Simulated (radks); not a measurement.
Values are calculated unless marked as measured or tabulated.
Fractional charge and spin in the 3p shell of nickel: the spin-up occupation runs from 2 to 3 and the spin-down occupation from 2 to 3; the fullest corner is Ni3+, [Ne] 3s2 3d(up 3.5, down 3.5) 3p(up 3, down 3). Code: a radial shooting solver on a logarithmic mesh with Libxc functionals. Model: non-relativistic Kohn-Sham, PBE, spin-polarised, spherical densities, point nucleus. Energy (eV) minus the two flat planes that join the four corners (they meet along the diagonal where the two added fractions sum to one electron); zero is where a piecewise linear energy would lie.

| down \ up | 2 | 2.25 | 2.5 | 2.75 | 3 |
|---|---|---|---|---|---|
| 2 | 0.000 | -2.264 | -3.004 | -2.242 | 0.000 |
| 2.25 | -2.264 | -2.903 | -2.042 | 0.295 | -2.103 |
| 2.5 | -3.004 | -2.042 | 0.394 | -1.909 | -2.786 |
| 2.75 | -2.242 | 0.295 | -1.909 | -2.690 | -2.075 |
| 3 | 0.000 | -2.103 | -2.786 | -2.075 | 0.000 |

Corners above the fullest one (they belong to Ni4+ and the next ion): (up 3, down 2) 120.93 eV, (up 2, down 3) 120.93 eV, (up 2, down 2) 266.63 eV. With half an added electron in each spin the energy lies 0.394 eV from the planes, and with half an added electron in spin up alone -3.004 eV. The planes are only a guide here: the flat-plane condition holds for ground states with one frontier orbital, while this shell lies below other occupied shells, so the corners above the fullest one are inner-hole states and not the ground states of those ions.
